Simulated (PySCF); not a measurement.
Radial density of Sn⁺ (tin, charge +1)

UHF, [Kr] 4d10 5s2 5d1, 2D determinant (an excited configuration). Computed with PySCF 2.14 in aug-cc-pVTZ-DK3 (8s7p5d2f, 68 functions), with scalar relativity by spin-free X2C-1e.

```json
{"r (bohr)": "0.0304", "4πr²ρ (e/bohr)": "58.64", "4πr²(ρα − ρβ)": "0.0000"}
{"r (bohr)": "0.0511", "4πr²ρ (e/bohr)": "59.90", "4πr²(ρα − ρβ)": "0.0001"}
{"r (bohr)": "0.0859", "4πr²ρ (e/bohr)": "82.34", "4πr²(ρα − ρβ)": "0.0006"}
{"r (bohr)": "0.145", "4πr²ρ (e/bohr)": "61.23", "4πr²(ρα − ρβ)": "0.0042"}
{"r (bohr)": "0.243", "4πr²ρ (e/bohr)": "66.86", "4πr²(ρα − ρβ)": "0.0039"}
{"r (bohr)": "0.409", "4πr²ρ (e/bohr)": "36.94", "4πr²(ρα − ρβ)": "0.0002"}
{"r (bohr)": "0.688", "4πr²ρ (e/bohr)": "22.46", "4πr²(ρα − ρβ)": "0.0143"}
{"r (bohr)": "1.16", "4πr²ρ (e/bohr)": "14.04", "4πr²(ρα − ρβ)": "0.0042"}
{"r (bohr)": "1.95", "4πr²ρ (e/bohr)": "2.662", "4πr²(ρα − ρβ)": "0.0123"}
{"r (bohr)": "3.27", "4πr²ρ (e/bohr)": "0.5656", "4πr²(ρα − ρβ)": "0.1687"}
{"r (bohr)": "5.51", "4πr²ρ (e/bohr)": "0.2057", "4πr²(ρα − ρβ)": "0.1991"}
{"r (bohr)": "9.26", "4πr²ρ (e/bohr)": "0.02355", "4πr²(ρα − ρβ)": "0.0235"}
```

Densities and radii are taken from the X2C orbitals without a picture-change correction, which distorts them close to the nucleus.

The outer electron is Rydberg-like, and this basis confines it to a smaller radius and binds it less than a complete one would.
